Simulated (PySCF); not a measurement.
B(H)(Br)(vinyl) (C2H4BBr), SMILES C=CBBr. Atoms are numbered in the order given.

```xyz
8

B     -1.0513    -0.5055     0.0000
H     -2.2254    -0.2501     0.0000
Br     0.1233     1.0227     0.0000
C     -0.5101    -1.9499     0.0000
C      0.7942    -2.2848     0.0000
H     -1.2449    -2.7653     0.0000
H      1.1311    -3.3269     0.0000
H      1.5746    -1.5162     0.0000
```

Geometry: B3LYP-D3(BJ)/def2-SVP. The structure was generated by enumeration, and PubChem lists no compound with its InChIKey, so it may never have been made. Other conformers were not sampled.

Computed with B3LYP/pcSseg-1 run with PySCF.

GIAO shieldings, no solvent; atoms listed in one row are averaged. δ = σ(ref) − σ: ¹¹B against BF3 (σ = 86.3 ppm); ¹H against TMS (σ = 31.68 ppm); ¹³C against TMS (σ = 181.3 ppm), references at their B3LYP-D3(BJ)/def2-TZVP geometries, non-relativistic (without spin–orbit terms, shifts of atoms bonded to Cl or Br come out too high).

Computed chemical shifts:
```tsv
nucleus	atoms	count	δ (ppm)
¹¹B	B1	1	59.7
¹H	H8	1	7.47
¹H	H6	1	7.33
¹H	H2	1	7.23
¹H	H7	1	6.96
¹³C	C5	1	158.8
¹³C	C4	1	148.1
```
